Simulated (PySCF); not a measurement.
## Static response to an electric field

Species: SnHMe2(NMe2), C4H13NSn.
Cartesian coordinates in Å at the PBE0-D3(BJ)/def2-SVP level; atoms count from 1:
```xyz
19
C4H13NSn angstrom
Sn     0.335    0.747    0.742
H      0.311    0.720    2.462
C      2.357    0.552    0.009
H      2.966    1.405    0.339
H      2.354    0.523   -1.090
H      2.810   -0.375    0.389
C     -0.621    2.482   -0.085
H     -0.381    2.578   -1.154
H     -0.282    3.390    0.434
H     -1.710    2.391    0.032
N     -0.828   -0.852    0.178
C     -0.609   -2.118    0.821
C     -1.182   -0.973   -1.210
H     -1.512   -2.756    0.746
H     -0.403   -1.982    1.895
H      0.231   -2.711    0.394
H     -1.403    0.013   -1.648
H     -0.399   -1.451   -1.843
H     -2.096   -1.588   -1.327
```

Level: CAM-B3LYP/def2-SVPD (PySCF), static field, nuclei fixed, core orbitals frozen in the response. The polarisability tensor in these axes (au):

```
x   100.24   1.76   2.34
y     1.76 106.19  -0.87
z     2.34  -0.87  93.55
```

Question: Diagonalise the tensor; give its mean and Δα, where Δα² is half the sum of the squared differences of the eigenvalues.

Answer: Principal values 92.67, 100.63 and 106.68 au; mean 99.99 au = 14.82 Å³ = 16.49 × 10⁻⁴⁰ C²·m²/J; Δα = 12.17 au (12 % of the mean).

Question: What is the dipole moment, and where does it point?

Answer: (0.74, 0.62, -0.45) D, 1.07 D in size, pointing from the negative to the positive side. Measured along this direction, the outermost atoms are H14 at the negative end and H4 at the positive end.

Question: Sum over states: ᾱ = Σ f/ω², ω in Eh. What share falls to these 10 lowest TDDFT singlets (eV, f)? 5.26, 0.0120; 5.74, 0.0157; 5.90, 0.0160; 6.01, 0.0375; 6.55, 0.0221; 6.67, 0.0124; 7.09, 0.0096; 7.32, 0.0107; 7.49, 0.1221; 7.55, 0.0197.

Answer: They add up to 4.52 au, 4.5 % of the 99.99 au; the largest single term is 1.61 au, from the state at 7.49 eV. Terms in order: 0.32, 0.35, 0.34, 0.77, 0.38, 0.21, 0.14, 0.15, 1.61, 0.26 au. Higher excitations give the rest. The strengths listed sum to 0.278.

Question: Directions of the eigenvectors, and the extent of the frame along each?

Answer: Largest value along (0.26, 0.97, -0.02), where the nuclei span 6.26 Å; middle along (0.91, -0.24, 0.33), 4.90 Å; least along (-0.32, 0.10, 0.94), 4.06 Å. The response follows the extents in order.

Question: How large is μ²/3kT at 350 K beside α?

Answer: In Gaussian units μ²/3kT = 7.82 Å³ against 14.82 Å³, a ratio of 0.53; the Debye molar polarisation (4π/3)N_A(α + μ²/3kT) is 57.1 cm³/mol, leaving out the vibrational part.

Geometry: PBE0-D3(BJ)/def2-SVP, one conformer, isolated molecule. Atoms past krypton carry effective core potentials; spin–orbit coupling is left out.
